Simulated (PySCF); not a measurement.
W³⁺ (tungsten, charge +3) across methods

[Xe] 4f14 5d3, high-spin 4F determinant. All numbers are calculated (PySCF 2.14, the spin-free X2C one-electron Hamiltonian (Gaussian nucleus), in ANO-RCC-VTZP).

```
method   E (hartree)  mean ε 4f α (eV)  mean ε 4f β (eV)  mean ε 5d α (eV)  Σ⟨r²⟩ (bohr²)   ⟨S²⟩
r2SCAN     -16141.25           -62.535           -62.150           -32.698          35.72  3.753
   UHF  -16135.97785           -79.250           -78.929           -37.993          35.64  3.755
  PBE0     -16140.95           -66.660           -66.307           -33.927          35.78  3.752
   PBE     -16141.18           -62.091           -61.768           -32.310          35.94  3.751
```

(1) Estimate the same row for LDA.

Spin-orbit coupling, absent here, splits the open shell strongly.

## Answers

(1) E (hartree) = -16130.72; mean ε 4f α (eV) = -62.507; mean ε 4f β (eV) = -62.156; mean ε 5d α (eV) = -32.353; Σ⟨r²⟩ (bohr²) = 35.95; ⟨S²⟩ = 3.751.
